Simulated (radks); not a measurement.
Hf IV, configuration [Xe] 4f14 5d1.

Calculated with a radial shooting solver on a logarithmic mesh with Libxc functionals: Dirac Kohn-Sham, PBEsol, spin-unpolarised, spherical densities, point nucleus; open shells fill j = l - 1/2 first.

Energy parts (eV):
total: -410661.05
kinetic: 459431.43
electron-nucleus: -1021092.57
Hartree: 159282.88
exchange-correlation: -8282.80

Orbitals (lengths in bohr, moments of r in powers of bohr; <r^-3> diverges for s and p1/2):
| orbital | occ. | eigenvalue (eV) | <r^-3> |
|---|---|---|---|
| 1s1/2 | 2 | -65203.96 | - |
| 2s1/2 | 2 | -11166.75 | - |
| 2p1/2 | 2 | -10666.48 | - |
| 2p3/2 | 4 | -9475.209 | 14840 |
| 3s1/2 | 2 | -2564.947 | - |
| 3p1/2 | 2 | -2343.230 | - |
| 3p3/2 | 4 | -2087.965 | 3317 |
| 3d3/2 | 4 | -1712.692 | 571.1 |
| 3d5/2 | 6 | -1657.005 | 490.3 |
| 4s1/2 | 2 | -538.1244 | - |
| 4p1/2 | 2 | -447.3418 | - |
| 4p3/2 | 4 | -388.8518 | 759.9 |
| 4d3/2 | 4 | -239.6830 | 113.5 |
| 4d5/2 | 6 | -228.9739 | 95.45 |
| 4f5/2 | 6 | -44.9574 | 16.04 |
| 4f7/2 | 8 | -43.2081 | 15.27 |
| 5s1/2 | 2 | -94.0175 | - |
| 5p1/2 | 2 | -68.1354 | - |
| 5p3/2 | 4 | -60.1549 | 101.9 |
| 5d3/2 | 1 | -27.4257 | 7.654 |
| 5d5/2 | 0 | -26.7221 | 6.348 |

The highest occupied level is 5d3/2 at -27.426 eV. Summed over all electrons, <r^2> = 33.53 bohr^2, which gives a Langevin (diamagnetic) susceptibility term of -26.6 x 10^-6 cm^3/mol. For comparison, the ionisation energy in NIST's Atomic Spectra Database is 33.37 eV (semi-empirical). In exact Kohn-Sham theory the highest level is minus the ionisation energy, but local and semilocal functionals leave it too shallow, through self-interaction and a potential that decays too fast; potentials with the right tail come closer.

Beside tabulated values, note that spin-unpolarised runs miss the spin-polarisation part of the exchange energy of open shells.
